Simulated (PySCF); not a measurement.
Job file and geometry (Å, from GFN2-xTB) of an NMR shielding run on `O=COc1cncn1[SiH3]`, C$_{4}$H$_{6}$N$_{2}$O$_{2}$Si, GIAO PBE0/pcSseg-1 NMR shielding, non-relativistic, gas phase in PySCF; density fitting, a coarse starting grid and PySCF grid level 2 are the driver's defaults:

```
$ OMP_NUM_THREADS=1 python probes_run.py task.json out

{"job": {"kind": "nmr", "xc": "PBE0", "basis": "pcSseg-1"}, "charge": 0, "multiplicity": 1}
O      0.745927    -2.173392     0.166684
C      1.758203    -1.518908     0.201976
O      1.881619    -0.223160     0.108067
C      0.827009     0.631169    -0.099446
C      0.966520     1.960088    -0.408693
N     -0.265329     2.507340    -0.547478
C     -1.102864     1.537421    -0.325552
N     -0.510508     0.346968    -0.042308
Si    -1.432767    -1.139476     0.304789
H      2.755158    -1.969288     0.326964
H      1.863615     2.529984    -0.533453
H     -2.166727     1.642732    -0.355418
H     -1.093833    -1.602874     1.642229
H     -1.454158    -1.976268    -0.883274
H     -2.776280    -0.544347     0.423001
```

Question: What does the program print?

Answer: 
```
coarse grid: 13984 points
cycle   1  E = -704.6140509112  dE =  1.989e+00  |g| = 8.773e-01  |ddm| = 3.737e+00
cycle   2  E = -704.2408928519  dE =  3.732e-01  |g| = 1.637e+00  |ddm| = 1.706e+00
cycle   3  E = -704.7538300492  dE = -5.129e-01  |g| = 2.595e-01  |ddm| = 1.212e+00
cycle   4  E = -704.7650062620  dE = -1.118e-02  |g| = 8.947e-02  |ddm| = 2.092e-01
cycle   5  E = -704.7662582115  dE = -1.252e-03  |g| = 2.653e-02  |ddm| = 5.759e-02
cycle   6  E = -704.7663788345  dE = -1.206e-04  |g| = 1.055e-02  |ddm| = 2.388e-02
cycle   7  E = -704.7664015249  dE = -2.269e-05  |g| = 2.222e-03  |ddm| = 8.963e-03
cycle   8  E = -704.7664025492  dE = -1.024e-06  |g| = 7.125e-04  |ddm| = 2.380e-03
final grid: 133392 points
cycle   9  E = -704.8355819202  dE = -2.551e-05  |g| = 1.234e-02  |ddm| = 2.892e-02
cycle  10  E = -704.8355453663  dE =  3.655e-05  |g| = 1.887e-02  |ddm| = 1.877e-02
cycle  11  E = -704.8356088770  dE = -6.351e-05  |g| = 1.766e-03  |ddm| = 1.168e-02
cycle  12  E = -704.8356094260  dE = -5.490e-07  |g| = 5.190e-04  |ddm| = 1.369e-03
cycle  13  E = -704.8356094689  dE = -4.282e-08  |g| = 1.592e-04  |ddm| = 4.004e-04
cycle  14  E = -704.8356094740  dE = -5.148e-09  |g| = 4.765e-05  |ddm| = 1.586e-04
cycle  15  E = -704.8356094745  dE = -4.677e-10  |g| = 1.491e-05  |ddm| = 4.853e-05
converged SCF energy = -704.8356094745

GIAO shielding tensors (ppm)
atom      isotropic    diamagn.    paramagn.     s11        s22        s33       span
  0 O      -82.334     405.658    -487.992   -348.234   -169.248    270.480    618.714
  1 C       23.902     246.111    -222.209    -70.434     63.072     79.069    149.503
  2 O      103.364     397.624    -294.260    -74.420    138.611    245.901    320.321
  3 C       38.314     254.324    -216.010    -31.546     58.770     87.720    119.266
  4 C       60.636     255.287    -194.651      4.302     51.623    125.984    121.682
  5 N      -35.486     333.561    -369.048   -258.493   -105.164    257.198    515.691
  6 C       45.422     249.661    -204.239    -33.029     67.372    101.924    134.953
  7 N       96.853     335.112    -238.259      8.023     82.573    199.962    191.938
  8 Si     415.625     879.343    -463.717    370.243    404.924    471.708    101.465
  9 H       23.650      25.976      -2.326     18.555     24.091     28.303      9.748
 10 H       24.469      31.202      -6.733     21.420     24.687     27.299      5.879
 11 H       24.534      30.476      -5.942     19.755     26.314     27.533      7.779
 12 H       26.384      29.905      -3.521     22.455     26.091     30.608      8.154
 13 H       26.280      29.688      -3.408     22.420     25.416     31.003      8.583
 14 H       26.889      30.181      -3.292     22.653     26.662     31.352      8.698
```

Question: Turn these shieldings into chemical shifts. References, each an isolated molecule treated in the same way: 17O (336.08 ppm) vs H2O; 13C (186.93 ppm), 29Si (349.16 ppm), 1H (31.72 ppm) vs TMS; 15N (267.73 ppm) vs NH3.

Answer: Averaging equivalent atoms: O 0: 418.4; O 2: 232.7; C 1: 163.0; C 3: 148.6; C 6: 141.5; C 4: 126.3; N 5: 303.2; N 7: 170.9; Si 8: -66.5; H 9: 8.07; H 10: 7.25; H 11: 7.18; H 12/13/14: 5.20 ppm. Unscaled 17O shifts of doubly bonded oxygen tend to come out too high, by tens of ppm or more. Experimental scales use liquid or dissolved standards, which lie at an offset from isolated NH3 (liquid NH3: subtract about 20 ppm) and H2O (liquid H2O: subtract about 36 ppm). Unscaled 15N shifts of sp2 nitrogen come out 20 to 40 ppm too high even then.

Size and cost of the density-fitted run: 190 basis functions, 40 s wall time on 1 thread of an Arm Neoverse V1, shared host; peak memory 0.84 GiB.
